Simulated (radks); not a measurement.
The numbers below are computed, except where a source is named.
Effect of the nuclear size on the titanium ion Ti20+, [He]. Code: a radial shooting solver on a logarithmic mesh with Libxc functionals. Model: Dirac Kohn-Sham, LDA (Slater exchange, Perdew-Wang correlation), spin-unpolarised, spherical densities, finite nucleus; Fermi nuclear charge, rms radius 3.5921 fm. The rms radius is varied about that value; shifts are against it.

| rms radius (fm) | total energy shift (eV) | density at nucleus (e/bohr^3) | 1s1/2 shift (meV) | 2s1/2 (empty) shift (meV) | 2p1/2 (empty) shift (meV) |
|---|---|---|---|---|---|
| 3.2185 | -0.00881 | 7801 | -4.17 | -0.491 | 0.032 |
| 3.4197 | -0.00418 | 7786 | -1.98 | -0.233 | 0.015 |
| 3.5921 | 0 | 7775 | 0.000 | 0.000 | 0.000 |
| 3.8795 | 0.00742 | 7756 | 3.51 | 0.413 | -0.027 |
| 4.3393 | 0.0204 | 7730 | 9.68 | 1.14 | -0.074 |

Slopes of the eigenvalues against <r^2> in GHz/fm^2, as finite differences over the two radii next to the reference (eigenvalue slopes, not the field-shift constants of lines): 1s1/2 396, 2s1/2 (empty) 46.6, 2p1/2 (empty) -3.04.
